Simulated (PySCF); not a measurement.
C2HF2, SMILES [CH]=C(F)F, multiplicity 2.

Geometry optimised at PBE0-D3(BJ)/def2-TZVP. The isomer is the one that the SMILES or the coordinates give; other isomers of the formula were not compared.

Calculation: PySCF with SMD-M06-2X/def2-SVP.

Solvation free energies are E(SMD) − E(gas) at the gas-phase geometry, for 1 M in both phases. In vacuum the dipole moment is 1.31 D.

Task: Estimate the solvation free energies in water, chloroform, ethylethanoate. (Estimate from the structure and the level; the computed values follow.)

Result: 
| solvent | ΔG(solv) (kcal/mol) | its non-electrostatic (CDS) part | dipole (D) |
|---|---|---|---|
| water | 2.6 | 4.8 | 1.64 |
| chloroform | 0.0 | 1.5 | 1.55 |
| ethylethanoate | 0.3 | 2.0 | 1.57 |
